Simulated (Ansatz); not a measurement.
Consider the redistribution: `CN[BH][AlH2]` + `C[SiH](N)Cl` → `CNBCl` + `C[SiH](N)[AlH2]`.

Isolated molecules relaxed with PBE0-D4/def2-TZVP in Ansatz; ΔE leaves out vibrations. CCSD(T)/CBS adds triple-zeta CCSD(T) − MP2 to the extrapolated MP2 energy (def2 sets, frozen cores). DFT in def2-TZVPP. Each species was taken in one conformer, which may not be the lowest.

```csv
level,ΔE (kcal/mol)
PBE,0.8
r2SCAN,2.2
SCS-MP2/def2-TZVPP,2.8
CCSD/CBS(def2),2.9
```

Q: What does CCSD(T)/CBS give? (An estimate is asked.)

A: The calculation gave: +2.9 kcal/mol. The listed levels differ from it by -2.1, -0.7, -0.1, 0.0 kcal/mol.

Largest T1 diagnostic among the species: 0.014.
